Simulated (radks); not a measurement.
Q: These are the eigenvalues of the occupied orbitals of an atom or ion with whole-number occupations (eV). Calculated with a radial shooting solver on a logarithmic mesh with Libxc functionals: scalar-relativistic Kohn-Sham, BLYP, spin-polarised, spherical densities, finite nucleus; Fermi nuclear charge, rms radius of each element as measured or else 0.836 A^(1/3) + 0.57 fm.

1s up: -80309.30
1s down: -80293.60
2s up: -18819.23
2s down: -18794.56
2p up: -17233.89
2p down: -17205.10

Which element is it, and in what charge state? The configuration may be excited. Open shells, if any, are filled with parallel spins first.

A: Z = 76, osmium, charge +67: Os67+ in [He] 2s2 2p5. The list shows which subshells hold electrons but not how many an open one holds; the 1s level, -2951.3 hartree, gives Z - s = 76.8 by -(Z - s)^2/2, which with screening and relativity narrows Z to a few neighbours, and the depths of the outer levels then fix element, charge and occupations together.
